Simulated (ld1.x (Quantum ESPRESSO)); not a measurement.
## PBE RRKJ dataset for carbon, scalar-relativistic all-electron reference.

ld1.x (Quantum ESPRESSO) 7.5 input, shortened:

```
&input
   title='C', zed=6., rel=1, dft='PBE', iswitch=3,
   config='[He] 2s1.5 2p2.5 3d-2'
 /
 &inputp
   pseudotype=2, tm=.false., rho0=0.01, lloc=-1, rcloc=1.90,
   nlcc=.false.
 /
3
2S  1  0   1.50   0.00  1.15  1.15  0.0
2P  2  1   2.50   0.00  2.90  2.90  0.0
3D  3  2  -2.00   0.50  2.60  2.60  0.0
 &test
   configts(1)='2s1.5 2p2.5'
 /
```

Poles of the logarithmic derivatives, all-electron (AE) and pseudo (PS). s: poles at -0.9, 2.8 (AE) and -0.9, 2.8 (PS) Ry. p: poles at -0.2, 2.9 (AE) and -0.2, 3.5 (PS) Ry. d: poles at 2.1 (AE) and 2.1 (PS) Ry. Test radius 3.17 bohr.

* Cutoffs needed: 45 Ry and 60 Ry (the cutoffs (Ry, on a coarse ladder) from which the occupation-weighted sum of valence levels, in a spherical-Bessel basis at the reference potential, stays within 10 and 1 mRy of its value at 400 Ry)
* Ghost test: no extra level below or beside the all-electron valence levels (s, p, d, f tested) (spherical-Bessel basis up to 400 Ry, 20 bohr box)
* Largest excitation error: +3032 meV (all-electron minus pseudo) for 2s1 2p0, out of 7 test configurations
